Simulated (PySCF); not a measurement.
**Run times: promethium in ANO-RCC-VTZP**

Measured wall times of calculations with PySCF 2.14 in ANO-RCC-VTZP (8s7p5d3f2g1h, 104 functions), with scalar relativity by spin-free X2C-1e, run from one Python driver. Hardware: 1 thread of Neoverse-V1 on a shared host, 1.3 GiB allowed. The two-electron integrals over 104 functions were computed once and kept in memory (34 CPU seconds with the set-up); the times below exclude them. Kohn-Sham runs start from converged Hartree-Fock orbitals.

Launch command (the driver calls PySCF for each step listed in the task file):

```bash
OMP_NUM_THREADS=1 python atomrun2.py TASK.json OUT
```

| species | step | iterations | wall time (s) |
| --- | --- | --- | --- |
| Pm³⁺ [Xe] 4f4 | UHF with spin-orbit constants | 7 | 2.7 |
| Pm³⁺ [Xe] 4f4 | LDA | 6 | 3.1 |
| Pm³⁺ [Xe] 4f4 | PBE | 6 | 5.5 |
| Pm³⁺ [Xe] 4f4 | PBE0 | 6 | 6.4 |
| Pm³⁺ [Xe] 4f4 | r2SCAN | 6 | 12 |
| Pm³⁺ [Xe] 4f4 | MP2 (12 electrons) |  | 1.1 |
| Pm³⁺ [Xe] 4f4 | MP2 (30 electrons) |  | 1.9 |

Peak memory of the process: 0.6 GiB. Times on a shared host vary from run to run.
